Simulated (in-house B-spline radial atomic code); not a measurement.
Inner-shell binding energies (edges) and X-ray emission energies of free atoms and ions, as differences of relaxed hole-state energies with first-order Breit, QED and recoil terms, without correlation or multiplet splittings, in NIST's listed ground configurations. For neutral atoms such line energies lie within some 1 to 5 eV of tabulated X-ray lines (up to 20 eV for the heaviest). K = 1s, L1 = 2s, L2 = 2p1/2, L3 = 2p3/2, M3 = 3p3/2, M4 = 3d3/2, M5 = 3d5/2. A dash marks a subshell that is part filled or wasn't run, or a line left out. Computed with an all-electron radial atomic-structure program (B-spline basis): Dirac-Hartree-Fock, average of the configuration, finite nuclei.

```json
{"ion": "Zn", "configuration": "[Ar] 3d10 4s2", "K edge (eV)": "9666.54", "L1 edge (eV)": "1206.33", "K-L3 (eV)": "8638.08", "K-M3 (eV)": "9569.5", "L3-M5 (eV)": "1013.89", "L2-M4 (eV)": "1036.95"}
{"ion": "Ga+", "configuration": "[Ar] 3d10 4s2", "K edge (eV)": "?", "L1 edge (eV)": "?", "K-L3 (eV)": "?", "K-M3 (eV)": "?", "L3-M5 (eV)": "?", "L2-M4 (eV)": "?"}
{"ion": "Ge2+", "configuration": "[Ar] 3d10 4s2", "K edge (eV)": "?", "L1 edge (eV)": "?", "K-L3 (eV)": "?", "K-M3 (eV)": "?", "L3-M5 (eV)": "?", "L2-M4 (eV)": "?"}
{"ion": "As3+", "configuration": "[Ar] 3d10 4s2", "K edge (eV)": "11913.3", "L1 edge (eV)": "1582.22", "K-L3 (eV)": "10543.1", "K-M3 (eV)": "11724.4", "L3-M5 (eV)": "1284.7", "L2-M4 (eV)": "1319.89"}
{"ion": "Se4+", "configuration": "[Ar] 3d10 4s2", "K edge (eV)": "12721.9", "L1 edge (eV)": "1723.74", "K-L3 (eV)": "11222.5", "K-M3 (eV)": "12494.9", "L3-M5 (eV)": "1382.72", "L2-M4 (eV)": "1422.88"}
{"ion": "Br5+", "configuration": "[Ar] 3d10 4s2", "K edge (eV)": "13560.1", "L1 edge (eV)": "1873.14", "K-L3 (eV)": "11924.5", "K-M3 (eV)": "13291.7", "L3-M5 (eV)": "1484.62", "L2-M4 (eV)": "1530.25"}
{"ion": "Kr6+", "configuration": "[Ar] 3d10 4s2", "K edge (eV)": "14428.3", "L1 edge (eV)": "2030.35", "K-L3 (eV)": "12649.2", "K-M3 (eV)": "14115.1", "L3-M5 (eV)": "1590.37", "L2-M4 (eV)": "1642.04"}
{"ion": "Rb7+", "configuration": "[Ar] 3d10 4s2", "K edge (eV)": "15326.3", "L1 edge (eV)": "2195.36", "K-L3 (eV)": "13396.8", "K-M3 (eV)": "14965.2", "L3-M5 (eV)": "1699.98", "L2-M4 (eV)": "1758.28"}
```

Question: Fill in the row of Ga+.

Answer: K edge (eV): 10385.5; L1 edge (eV): 1323.24; K-L3 (eV): 9250.98; K-M3 (eV): 10261.9; L3-M5 (eV): 1100.27; L2-M4 (eV): 1126.94.

Question: Fill in the row of Ge2+.

Answer: K edge (eV): 11134.6; L1 edge (eV): 1448.66; K-L3 (eV): 9885.92; K-M3 (eV): 10980.1; L3-M5 (eV): 1190.54; L2-M4 (eV): 1221.25.
